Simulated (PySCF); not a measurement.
Does the answer move with the share of exact exchange?

Species: TMS, C₄H₁₂Si.
Geometry (GFN2-xTB, Å), atoms numbered from 1 in this order:
```xyz
17
C4H12Si angstrom
C     -0.407   -1.213   -1.419
Si    -0.001   -0.001   -0.002
C      0.008    1.786   -0.675
C     -1.320   -0.155    1.370
C      1.716   -0.416    0.722
H     -1.380   -1.004   -1.853
H     -0.419   -2.242   -1.070
H      0.327   -1.148   -2.217
H      0.242    2.502    0.106
H     -0.958    2.058   -1.089
H      0.746    1.908   -1.462
H     -2.312    0.075    0.994
H     -1.351   -1.160    1.779
H     -1.117    0.526    2.192
H      1.746   -1.426    1.117
H      2.493   -0.337   -0.033
H      1.977    0.259    1.531
```

PySCF, 6-311G** basis, density fitting, gas phase, GFN2-xTB geometry. One functional is left out:

```tsv
functional	exact exchange (%)	HOMO energy (eV)	LUMO energy (eV)
B97-D	0	-6.99	0.49
BLYP	0	-6.89	0.33
BP86	0	-7.11	0.44
OPBE	0	-6.96	0.67
B3LYP	20	-8.10	0.78
mPW1PW91	25	-8.34	1.15
BHandHLYP	50	-9.54	1.70
```

Task: Predict the row of B97-2 (21 % exact exchange) by straight lines through the other rows, and check it.

Result: 
```json
{"property": "HOMO energy (eV)", "line": "-8.09", "computed": "-8.05", "computed − line": "+0.04", "B3LYP (20 %), for comparison": "-8.10"}
{"property": "LUMO energy (eV)", "line": "0.97", "computed": "1.16", "computed − line": "+0.19", "B3LYP (20 %), for comparison": "0.78"}
```

Task: Which of these properties follows the share of exact exchange most closely, and which least?

Result: Most closely the HOMO energy, least the LUMO energy; the correlations over the tabulated rows are HOMO energy -0.997, LUMO energy 0.965. The HOMO energy moves by -0.517 eV for every 10 %. Functionals with the same share still differ in their other parts: at 0 % BLYP and BP86 differ by 0.22 eV in it.
